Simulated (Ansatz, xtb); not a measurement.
C6H5FO2: which of two isomers lies lower

Structure X is `Cc1cc(F)coc1=O`, a singlet and structure Y is `Cc1ccoc1C(=O)F`, a singlet. Both are isolated molecules in the gas phase, relaxed with PBE0-D3(BJ)/def2-SVP, each in the lowest conformer that the search found.

X (Å):

```xyz
14

C    -1.4940    1.7359   -2.7817
C    -1.2363    1.2470   -1.3983
C    -0.1459    0.5229   -1.0274
C     0.0051    0.1037    0.3261
C    -0.9371    0.4283    1.2362
C    -2.2522    1.5925   -0.3994
F     1.0761   -0.6033    0.6737
O    -2.0145    1.1399    0.8851
O    -3.2512    2.2236   -0.6075
H    -1.5857    2.8334   -2.7896
H    -2.4562    1.3487   -3.1521
H    -0.6940    1.4353   -3.4707
H     0.6288    0.2497   -1.7490
H    -0.9044    0.1515    2.2906
```

Y (Å):

```yaml
atoms:
  - { symbol: C, position_ang: [-0.1185, -0.8653, -0.4869] }
  - { symbol: C, position_ang: [-0.3568, 0.5840, -0.7274] }
  - { symbol: C, position_ang: [-0.3882, 1.2556, -1.9858] }
  - { symbol: C, position_ang: [-0.6383, 2.5715, -1.7134] }
  - { symbol: C, position_ang: [-0.5945, 1.5709, 0.2073] }
  - { symbol: C, position_ang: [-0.6821, 1.5022, 1.6557] }
  - { symbol: F, position_ang: [-0.9294, 2.6986, 2.1986] }
  - { symbol: O, position_ang: [-0.7640, 2.7729, -0.4001] }
  - { symbol: O, position_ang: [-0.5584, 0.5320, 2.3337] }
  - { symbol: H, position_ang: [-0.8778, -1.4720, -1.0044] }
  - { symbol: H, position_ang: [0.8633, -1.1659, -0.8845] }
  - { symbol: H, position_ang: [-0.1517, -1.0965, 0.5842] }
  - { symbol: H, position_ang: [-0.2425, 0.8117, -2.9684] }
  - { symbol: H, position_ang: [-0.7490, 3.4489, -2.3466] }
```

Quicker runs give these differences E(Y) − E(X): GFN2-xTB −24.1 kJ/mol; HF/STO-3G −45.5 kJ/mol (at GFN2-xTB geometries); r2SCAN-D4/def2-SVP −41.3 kJ/mol (at GFN2-xTB geometries).

Task: Estimate E(Y) − E(X) at the level CCSD(T)/def2-SVP + ΔMP2/def2-TZVPP.

Result: Calculated at CCSD(T)/def2-SVP + ΔMP2/def2-TZVPP: E(Y) − E(X) = −43.2 kJ/mol, so structure Y lies lower.

The same difference at several levels:

```csv
level,geometry,E(Y) − E(X) (kJ/mol),departure from the last row (kJ/mol),"job, with rough time for the two"
GFN2-xTB,GFN2-xTB,−24.1,+19.1,"optimisation, 0.14 s"
HF/STO-3G,GFN2-xTB,−45.5,−2.3,"single point, 0.48 s"
r2SCAN-D4/def2-SVP,GFN2-xTB,−41.3,+1.8,"single point, 4.5 s"
PBE0-D3(BJ)/def2-SVP,PBE0-D3(BJ)/def2-SVP,−44.2,−1.0,"optimisation, 2.4 min"
HF/def2-SVP,PBE0-D3(BJ)/def2-SVP,−41.8,+1.4,part of the CCSD(T) run
MP2/def2-SVP,PBE0-D3(BJ)/def2-SVP,−60.8,−17.6,part of the CCSD(T) run
CCSD(T)/def2-SVP,PBE0-D3(BJ)/def2-SVP,−49.2,−6.0,single point
CCSD(T)/def2-SVP + ΔMP2/def2-TZVPP,PBE0-D3(BJ)/def2-SVP,−43.2,,"single point, 2.5 min"
```

As drawn, Y has 3 C∷C, 2 C∷O in place of 1 C–C, 2 C=C, 2 C–O (∷ is an aromatic bond). Structure X has a 6-membered ring, Y a 5-membered ring (with an aromatic ring).

The levels shown agree on the order. The largest departure from CCSD(T)/def2-SVP + ΔMP2/def2-TZVPP is that of GFN2-xTB, 19.1 kJ/mol. The last row adds to CCSD(T) the change of the MP2 difference between the two basis sets, here +6.0 kJ/mol.

With thermal terms from frequencies at re-optimised GFN2-xTB minima (ideal gas, soft modes damped towards free rotors, one conformer each, 298.15 K, 1 atm): the zero-point term adds +1.5 kJ/mol; ΔH is −41.2 and ΔG −43.5 kJ/mol.

The correlated steps freeze 9 core orbitals. Run with Ansatz 0.2.0, xtb 6.7.1; the last row on 4 threads of Arm Neoverse V1 on a shared host.
